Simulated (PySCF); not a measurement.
Worked example: chemical shift, span and skew from a shielding tensor

dimethoxyethane (C₄H₁₀O₂), SMILES COCCOC. Atoms are numbered in the order given.

```xyz
16

C      2.7164     0.0644    -0.4510
O      1.3929    -0.3752    -0.3316
C      0.7195     0.2240     0.7433
C     -0.7195    -0.2240     0.7433
O     -1.3929     0.3752    -0.3316
C     -2.7164    -0.0644    -0.4510
H      3.3144    -0.1623     0.4571
H      3.1685    -0.4567    -1.3070
H      2.7757     1.1579    -0.6303
H      1.1891    -0.0549     1.7130
H      0.7518     1.3323     0.6660
H     -1.1891     0.0549     1.7130
H     -0.7518    -1.3323     0.6660
H     -3.3144     0.1623     0.4571
H     -2.7757    -1.1579    -0.6303
H     -3.1685     0.4567    -1.3070
```

Geometry optimised at r2SCAN-D4/def2-SVP. One conformer was computed; it need not be the lowest.

GIAO shieldings from PBE0/pcSseg-1 (PySCF), non-relativistic, no solvent. The symmetric part of the tensor of C1 has the principal values 93.3, 97.1, 181.9 ppm. The same nucleus in TMS has σ = 186.3 ppm at this level (PySCF, at its B3LYP-D3(BJ)/def2-TZVP geometry).

**Question.** Work out the isotropic shielding, the ¹³C shift against TMS, the span and the skew.

**Answer.** 
σ(iso) = (σ11 + σ22 + σ33)/3 = 124.1 ppm. δ = σ(ref) − σ(iso) = 186.3 − (124.1) = 62.2 ppm.
Span Ω = σ33 − σ11 = 88.6 ppm. Skew κ = 3(σ(iso) − σ22)/Ω = 0.91. Tumbling in solution averages the tensor to δ; in a static solid the shielding alone would spread this spin-1/2 line over Ω.
